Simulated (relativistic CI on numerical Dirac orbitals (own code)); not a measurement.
**d8 in a ligand field**

Computed with a parametric ligand-field model of a d^n configuration (Racah B and C, spin-orbit zeta, crystal field), exact diagonalisation.

Field parameters in Wybourne normalisation: Oh B⁴₀ = 21Dq, B⁴₄ = √(5/14) B⁴₀. The field is a parameter set, without covalency.

B = 350 cm⁻¹, C = 1700 cm⁻¹ (C/B = 4.86), Oh, no spin-orbit coupling. Tanabe-Sugano data, E/B above the lowest term (Δ = |10Dq|; b, c mark the second and third term of a kind):

```csv
Δ/B,3A2,3T2,3T1,1E,1T2,1A1
1.0,0.00,1.00,1.79,15.44,16.11,22.49
3.0,0.00,3.00,5.29,16.29,18.71,23.87
5.0,0.00,5.00,8.68,16.71,21.13,25.06
7.0,0.00,7.00,11.92,16.95,23.42,26.09
9.0,0.00,9.00,15.00,17.10,25.63,26.96
11.0,0.00,11.00,17.92,17.20,27.79,27.71
13.0,0.00,13.00,20.68,17.28,29.90,28.36
15.0,0.00,15.00,23.29,17.33,32.00,28.92
17.0,0.00,17.00,25.79,17.37,34.07,29.41
19.0,0.00,19.00,28.19,17.41,36.13,29.84
21.0,0.00,21.00,30.51,17.44,38.18,30.21
23.0,0.00,23.00,32.78,17.46,40.22,30.54
25.0,0.00,25.00,35.00,17.48,42.26,30.84
27.0,0.00,27.00,37.18,17.50,44.29,31.10
29.0,0.00,29.00,39.34,17.51,46.32,31.34
31.0,0.00,31.00,41.47,17.52,48.34,31.55
33.0,0.00,33.00,43.58,17.54,50.36,31.74
35.0,0.00,35.00,45.68,17.55,52.38,31.92
37.0,0.00,37.00,47.77,17.55,54.40,32.08
39.0,0.00,39.00,49.84,17.56,56.42,32.22
41.0,0.00,41.00,51.91,17.57,58.43,32.36
43.0,0.00,43.00,53.97,17.58,60.44,32.48
45.0,0.00,45.00,56.03,17.58,62.45,32.60
47.0,0.00,47.00,58.08,17.59,64.47,32.70
```

The ground term stays 3A2.
